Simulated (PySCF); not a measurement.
Stepwise substitution at one centre (Ga SiH3-SH). Isolated molecules, 0 K electronic values unless said otherwise. One relaxed conformer stands for each flexible species; it need not be the lowest. Strings in code marks are SMILES.

Calculation: B3LYP-D3(BJ)/def2-TZVP // PBE0-D3(BJ)/def2-TZVP (PySCF). B3LYP has the VWN-RPA correlation part, as in Gaussian. Excitations are Tamm–Dancoff values on a coarser integration grid. The basis has no diffuse functions, so Rydberg states are missing or too high.

| species | S1 excitation (TDA) (eV) | T1 excitation (TDA) (eV) | LUMO (eV) | S1 oscillator strength |
|---|---|---|---|---|
| 0 of 3 SiH3 replaced by SH (`[SiH3][Ga]([SiH3])[SiH3]`) | 3.28 | ___ | -2.83 | 0.000 |
| 1 of 3 SiH3 replaced by SH | 4.03 | ___ | -2.25 | 0.000 |
| 2 of 3 SiH3 replaced by SH | 4.86 | 4.17 | -1.76 | ___ |
| 3 of 3 SiH3 replaced by SH (`[Ga]([SH])([SH])[SH]`) | 5.09 | 4.80 | ___ | 0.000 |

Q: Complete the blanks.

A: 
- 0 of 3 SiH3 replaced by SH (`[SiH3][Ga]([SiH3])[SiH3]`), T1 excitation (TDA) (eV): 2.76
- 1 of 3 SiH3 replaced by SH, T1 excitation (TDA) (eV): 3.47
- 2 of 3 SiH3 replaced by SH, S1 oscillator strength: 0.061
- 3 of 3 SiH3 replaced by SH (`[Ga]([SH])([SH])[SH]`), LUMO (eV): -1.24
